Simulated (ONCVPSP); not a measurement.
## Ag: one change to an ONCV potential, before and after

silver (Ag), optimised norm-conserving Vanderbilt (ONCV), made with ONCVPSP 4.0.1 (LDA (Perdew-Wang 92), scalar-relativistic). Core [Ar] 3d10 4s2, reference 4p6 4d10 5s1. Waves: 5s: rc 2.20 bohr, ncon 3, nbas 6, qcut 2.7 1/bohr, 2 projectors, debl 0.9 Ha; 4p: rc 1.55 bohr, ncon 5, nbas 7, qcut 10.9 1/bohr, 1 projector; 4d: rc 1.50 bohr, ncon 4, nbas 8, qcut 12.5 1/bohr, 3 projectors, debl 3 Ha; f scattering state at 0.04 Ha: rc 2.25 bohr, ncon 5, nbas 10, qcut 4.9 1/bohr, 2 projectors, debl 1.9 Ha. Local part: polynomial inside 1.40 bohr (lpopt 3, dvloc0 0 Ha). Core correction: polynomial model core, fcfact 0.6.

Change: p: qcut 13.8.

Cutoffs: the cutoffs (Ha) at which the residual kinetic energy of the hardest occupied pseudo-wave falls to 1 and 0.1 mHa per electron; they do not see the model core or the augmentation charge, which bear on the density cutoff. Errors are all-electron minus pseudo energies relative to the spin-unpolarised reference configuration.

Task: Predict the effect on cutoff, ghosts and configuration errors.

Result: The potential gets harder (38 Ha and 46 Ha → 45 Ha and 54 Ha); both files keep a bound ghost (s); the errors of the 4 common tests hardly move. The waves are optimised to have the least kinetic energy above qcut, so the cutoff follows it (qcut²/2 in Ha).

| quantity | base | changed |
| --- | --- | --- |
| cutoff, loose | 38 Ha | 45 Ha |
| cutoff, tight | 46 Ha | 54 Ha |
| loose cutoff by channel | s 4.1 Ha, p 38 Ha, d 38 Ha | s 4.1 Ha, p 45 Ha, d 38 Ha |
| bound ghosts | s | s |
| GHOST(+) flags under 300 eV | none | none |
| error for 4p6 4d10 5s0, meV [ΔE 8.10 eV] | -10 | -10 |
| error for 4p6 4d9 5s0, meV [ΔE 30.48 eV] | +3.9 | +3.9 |
| error for 4p6 4d8 5s0, meV [ΔE 66.92 eV] | +11 | +10 |
| error for 4p5 4d10 5s1, meV [ΔE 65.35 eV] | -86 | -74 |
| s: phases at 2.24 bohr within 0.05 rad from the reference energy up to (Ha; the scan ends near 5) | 3.3 | 3.3 |
| p: phases at 1.57 bohr within 0.05 rad from the reference energy up to (Ha; the scan ends near 5) | 1.0 | 1.1 |
| d: phases at 1.53 bohr within 0.05 rad from the reference energy up to (Ha; the scan ends near 5) | to the end of the scan | to the end of the scan |
| f: phases at 2.28 bohr within 0.05 rad from the reference energy up to (Ha; the scan ends near 5) | to the end of the scan | to the end of the scan |
| rms error of d²Exc/dni dnj with the model core, mHa | 0.28 | 0.37 |

 A true bound ghost makes a file unfit for plane-wave use even where its test errors are small: the radial tests pick states by their node count and pass the ghost by.
